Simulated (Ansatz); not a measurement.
Cost and result for the atomization energy of CH₅BFNO (10 atoms, 10 bonds).

Cartesian coordinates in Å:
```
B 0.079 1.103 -0.505
C -0.589 -0.222 -0.069
N 0.781 0.004 0.520
O -0.688 -1.328 -0.842
F -1.482 -0.274 0.964
H -0.234 2.100 0.074
H 0.626 1.136 -1.565
H 0.814 0.187 1.513
H 1.508 -0.609 0.180
H -0.815 -2.098 -0.271
```

Total charge 0; spin multiplicity 1. The bonds changed during the relaxation, so this is another structure than the one it started from. The geometry is a stationary point of PBE0-D4/def2-TZVP. It is one conformer, not always the lowest. Program: Ansatz. All runs use 4 threads of an Arm Neoverse V2 on a shared host. Times are those of one run each, without the atoms' runs, and a repeat can differ threefold. Electronic energies, without spin–orbit coupling; frozen cores. CCSD(T)/CBS adds CCSD(T) − MP2 in def2-TZVPP to the MP2 limit, and its time is that of the two runs behind it. T1 = 0.011. B3LYP takes the VWN-RPA correlation (the form of Gaussian; ORCA's B3LYP/G).

CCSD(T)/CBS is a level of theory with its own doubt, some kJ/mol a heavy atom from the limit and from the frozen cores, so smaller differences don't rank the functionals.

| level | functions | wall time | atomization (kcal/mol) | difference from CCSD(T)/CBS | per bond |
| --- | --- | --- | --- | --- | --- |
| PBE-D4/def2-TZVPP (with forces) | 225 | 1.8 s | 913.3 | 33.2 | 3.3 |
| PBE0-D4/def2-TZVPP | 225 | 1.9 s | 887.7 | 7.6 | 0.8 |
| B3LYP-D4/def2-TZVPP (with forces) | 225 | 2.8 s | 883.6 | 3.5 | 0.4 |
| r2SCAN-D4/def2-TZVPP (with forces) | 225 | 3.3 s | 886.5 | 6.4 | 0.6 |
| B2PLYP/def2-TZVPP | 225 | 3.6 s | 873.7 | -6.4 | -0.6 |
| ωB97X-V/def2-TZVPP | 225 | 5.5 s | 886.8 | 6.7 | 0.7 |
| ωB97M-V/def2-TZVPP (with forces) | 225 | 7.5 s | 889.2 | 9.1 | 0.9 |
| MP2/def2-QZVPP | 435 | 15 s | 892.1 | 12.0 | 1.2 |
| CCSD(T)/def2-TZVPP | 225 | 93 s | 854.9 | -25.2 | -2.5 |
| CCSD(T)/CBS(def2) | – | 110 s | 880.1 | 0.0 | 0.0 |

From PBE to PBE0 (25 % exact exchange), in def2-TZVPP and without D4, the atomization energy moves by −25.0 kcal/mol: exact exchange takes away binding that semilocal exchange gives to molecules. In def2-TZVPP, CCSD(T) changes the Hartree–Fock value by +249.8 kcal/mol (the triples alone add +15.7 kcal/mol) and MP2 by +272.2 kcal/mol; breaking electron pairs costs correlation energy, which Hartree–Fock lacks. The D4 term adds +6.0 kcal/mol with B3LYP and +3.1 kcal/mol with PBE0; it sums over pairs of atoms, weighted by their polarisabilities, and B3LYP, whose exchange is more repulsive, gets the larger term.
